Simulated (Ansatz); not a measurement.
Geometry optimisation, UKS PBE/def2-SVP in Ansatz.

Input file:

```yaml
crystal:
  periodic: [false, false, false]
  atoms:
    - { symbol: Ta, position_ang: [0.0, 0.0, 0.0] }
    - { symbol: F, position_ang: [2.18, 0.0, 0.0] }
    - { symbol: "N", position_ang: [0.0, 0.0, 2.16] }
    - { symbol: H, position_ang: [-0.2456, -0.8845, 2.69] }
    - { symbol: H, position_ang: [0.2456, 0.8845, 2.69] }
    - { symbol: O, position_ang: [0.0, 0.0, -2.02] }
    - { symbol: H, position_ang: [-0.6343, -0.71, -2.3571] }
    - { symbol: O, position_ang: [-1.01, 1.7493, 0.0] }
    - { symbol: H, position_ang: [-1.4859, 1.8638, 0.8834] }
    - { symbol: "N", position_ang: [-1.08, -1.8706, 0.0] }
    - { symbol: H, position_ang: [-1.8056, -2.0636, 0.7482] }
    - { symbol: H, position_ang: [-0.8844, -2.5955, -0.7482] }
    - { symbol: H, position_ang: [3.4, 0.0, 0.0] }
magnetization:
  spin_polarized: true
  initial_magnetization: 1
basis:
  gaussian: { orbitals: def2-SVP }
hamiltonian:
  xc: pbe
relax:
  f_tol: 0.15
  max_steps: 25
  restrain:
    - { distance: [1, 12], at: 2.12, k: 30.0 }
    - { distance: [0, 1], at: 1.93, k: 30.0 }
```

Command:

```bash
$ ansatz run input.yaml --threads 4 --pin off --max-ram 5120MiB --backend cpu --events-out ev --progress --plain --runs-dir out
```

Task: Where does it end, and by what steps?

Result: It converged. The restraints hold the end off the free minimum; the threshold counts their pulls, which the force column leaves out. Restrained pairs: F2–H13 (1.22 → 2.13 Å), Ta1–F2 (2.18 → 1.92 Å). After 10 steps the energy has fallen by 2.178 eV (the restraints' own energy left out); H13 moved furthest, 0.64 Å.

```
step  energy less start (eV)  largest force component (eV/Å)  accepted
   0                  0.0000                           1.977       yes
   1                 -1.0225                           2.371       yes
   2                 -1.5477                           2.023       yes
   3                 -1.9030                           0.783       yes
   4                 -1.9939                           1.371       yes
   5                 -2.0816                           0.698       yes
   6                 -2.1093                           0.642       yes
   7                 -2.1297                           1.066       yes
   8                 -2.1497                           0.460       yes
   9                 -2.1730                           0.424       yes
  10                 -2.1779                           0.449       yes
```

```xyz
13
Properties=species:S:1:pos:R:3
Ta -0.029 0.035 0.028
F 1.891 0.074 -0.077
N -0.133 -0.098 2.056
H -0.013 -0.937 2.631
H -0.253 0.707 2.679
O -0.212 -0.173 -1.883
H -0.625 -0.481 -2.700
O -0.892 1.747 0.168
H -1.718 2.013 0.604
N -0.955 -1.736 0.149
H -1.323 -2.139 1.014
H -1.050 -2.388 -0.634
H 3.992 -0.251 0.010
```

Run time: 47 s on 4 threads of Arm Neoverse V1, with other jobs on the host, peak memory 0.29 GiB.
